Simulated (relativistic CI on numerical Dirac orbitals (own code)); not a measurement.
Calculated at this level of theory: Dirac-Coulomb-Breit CI, KLI orbitals optimised for each configuration, QED by a radiative potential, unscaled Slater integrals (own radial code, finite nucleus).

The strongest absorption lines from the ground level of an ion, among the configurations computed and to levels below about 4690 eV (vacuum wavelength in Å, gf): 2.6597 (0.046), 2.6778 (0.031), 3.0609 (0.098), 3.1033 (0.069), 4.2558 (0.31), 4.4228 (0.26), 30.076 (0.52), 86.446 (0.085).

(1) Which ion is it?
A. Gd LIV
B. Tm LIX
C. Pr XLIX
D. Tm LXI

Answers

(1) B. Tm LIX has 11 electrons and the ground level 3s 2S_1/2; the strongest line goes to 3p 2P°_3/2. The pattern of lines fixes the number of electrons, and along that sequence the line energies rise steadily with the charge (about as its square where n changes within one kind of shell, about linearly where n is kept but much faster in heavy ions where fine structure, which grows about as Z⁴, sets the gap, and irregularly where shells cross), which fixes Z. Configurations outside the model, such as inner-shell arrays, can give stronger lines. At this charge energies of transitions that change n are usually good to better than 1 %, and those within a shell (Δn = 0) to a few per cent.
